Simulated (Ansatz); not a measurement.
`O[Si](F)(F)Br` + H₂ → `O[SiH](F)F` + HBr at 500 K and 1 bar (hydrogenolysis of the Si–Br bond).

Gas-phase electronic energies from Ansatz, PBE0-D4/def2-TZVP geometries. CCSD(T)/CBS is the MP2 limit (def2-TZVPP, def2-QZVPP) plus CCSD(T) − MP2 in def2-TZVPP, frozen cores. This one scheme is used for every species. For Br outer-core shells are correlated without core-valence functions, which leaves a few kJ/mol of doubt a bond. Scalar relativity is left out up to krypton. Each species was taken in one conformer, which may not be the lowest.

```json
{"species": "`O[Si](F)(F)Br`", "CCSD(T)/CBS energy (Eh)": "-3138.00572", "H − E (kJ/mol)": "96.2", "S (J/(mol·K))": "393.0"}
{"species": "H₂", "CCSD(T)/CBS energy (Eh)": "-1.17544", "H − E (kJ/mol)": "41.0", "S (J/(mol·K))": "145.5"}
{"species": "`O[SiH](F)F`", "CCSD(T)/CBS energy (Eh)": "-565.23707", "H − E (kJ/mol)": "109.1", "S (J/(mol·K))": "341.1"}
{"species": "HBr", "CCSD(T)/CBS energy (Eh)": "-2573.91920", "H − E (kJ/mol)": "30.5", "S (J/(mol·K))": "213.7"}
```

H − E and S are ideal-gas, rigid-rotor, harmonic terms from PBE0-D4/def2-TZVP, for one conformer and one mirror image of each species. For small species the MP2-based limit differs from directly extrapolated CCSD(T) by up to some mEh (0.8 for H₂); such offsets cancel only in part. 1 Eh = 2625.50 kJ/mol, R = 8.31446 J/(mol·K).

Task: By hand: ΔE, ΔH, ΔS and ΔG.

Result: ΔE = (-565.23707) + (-2573.91920) − (-3138.00572) − (-1.17544) = 0.02489 Eh = 65.3 kJ/mol. Δ(H − E) = 109.1 + 30.5 − 96.2 − 41.0 = 2.4, so ΔH = 67.7 kJ/mol. ΔS = 341.1 + 213.7 − 393.0 − 145.5 = 16.3 J/(mol·K). ΔG = 67.7 − 500 × (16.3)/1000 = 59.6 kJ/mol.

Task: By hand: the equilibrium constant, and the temperature at which ΔG would vanish if ΔH and ΔS stayed fixed.

Result: log₁₀ K = −ΔG/(RT ln 10) = -6.2. ΔG = 0 at ΔH/ΔS = 4153 K, far beyond where these terms or the molecules hold.

ΔH outweighs TΔS. A doubt of 5 kJ/mol in ΔE shifts log₁₀ K by 0.5 here. Other conformers and mirror images would add mixing entropy, several J/(mol·K) or more a flexible species. These are equilibria of isolated gas molecules and say nothing of rates. Largest T1 diagnostic: 0.011 (customary marks: 0.02 for closed shells, 0.045 for open ones).
